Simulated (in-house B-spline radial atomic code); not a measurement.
Configurations of As, with energies counted from [Ar] 3d10 4s2 4p3. Level of theory: scalar-relativistic (X2C) PBE0, spin-polarised, spherical fractional occupations, exact exchange averaged over the configuration, Fermi nucleus of rms radius 4.0968 fm; calculated with a B-spline radial code for spherical atoms. Shells without spins written out take the highest spin.

Occupations are held fixed; configurations that lie above the ionisation limit could autoionise.

| configuration | E - E(ref) (eV) | highest orbital | its <r> (bohr) |
| --- | --- | --- | --- |
| [Ar] 3d10 4s1 4p3 4f1 | 15.831 | 4f up | 16.78 |
| [Ar] 3d10 4s1 4p3 5f1 | 16.138 | 5f up | 28.58 |
| [Ar] 3d9 4s2 4p3 5d1 | 48.511 | 5d up | 14.54 |
| [Ne] 3s2 3p5 3d10 4s2 4p3 5s1 | 142.35 | 5s up | 5.865 |
| [Ne] 3s2 3p5 3d10 4s2 4p3 5p1 | 143.61 | 5p up | 7.907 |

(1) Order these further configurations by energy, lowest first.
A. [Ar] 3d10 4s2 4p2 4f1
B. [Ar] 3d9 4s2 4p3 5f1
C. [Ne] 3s2 3p5 3d10 4s2 4p3 5d1
D. [Ar] 3d10 4s1 4p3 5d1
E. [Ar] 3d10 4s1 4p4

(2) How far above the reference does [Ar] 3d9 4s2 4p4 lie?

Results:

(1) A (9.0076 eV), E (9.2102 eV), D (15.522 eV), B (49.141 eV), C (144.84 eV).

(2) 40.457 eV; its least bound orbital is 4p down with <r> = 2.387 bohr.
